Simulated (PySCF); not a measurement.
Cl3Ga, SMILES [Cl][Ga+]([Cl])[Cl] (connectivity only; charge and spin as stated), charge +1, multiplicity 2.

Geometry optimised at PBE0-D3(BJ)/def2-SVP.

Level of theory: TDA-CAM-B3LYP/def2-SVPD (PySCF).

Vertical excitations. 

Q: Give excitation energies, oscillator strengths and character. (Estimate from the structure and the level; the computed values follow.)

A: 
| state | energy (eV) | λ (nm) | f | main pairs |
|---|---|---|---|---|
| root 1 | 1.10 | 1123 | 0.000 | β HOMO−2→LUMO 100 % |
| root 2 | 2.01 | 616 | 0.000 | β HOMO−4→LUMO 79 %, β HOMO−1→LUMO 21 % |
| root 3 | 2.10 | 589 | 0.000 | β HOMO−5→LUMO 51 %, β HOMO→LUMO 49 % |
| root 4 | 2.60 | 477 | 0.091 | β HOMO−3→LUMO 87 % |
| root 5 | 3.24 | 383 | 0.000 | β HOMO−1→LUMO 79 %, β HOMO−4→LUMO 21 % |
| root 6 | 3.36 | 369 | 0.000 | β HOMO→LUMO 51 %, β HOMO−5→LUMO 49 % |
| root 7 | 4.30 | 289 | 0.080 | β HOMO−6→LUMO 80 % |
| root 8 | 5.01 | 247 | 0.000 | α HOMO→LUMO 54 %, β HOMO→LUMO+1 43 % |
| root 9 | 5.13 | 242 | 0.000 | α HOMO−1→LUMO 57 %, β HOMO−1→LUMO+1 40 % |
| root 10 | 5.60 | 221 | 0.044 | α HOMO→LUMO 40 %, β HOMO→LUMO+1 52 % |
Unrestricted roots are not spin-pure.
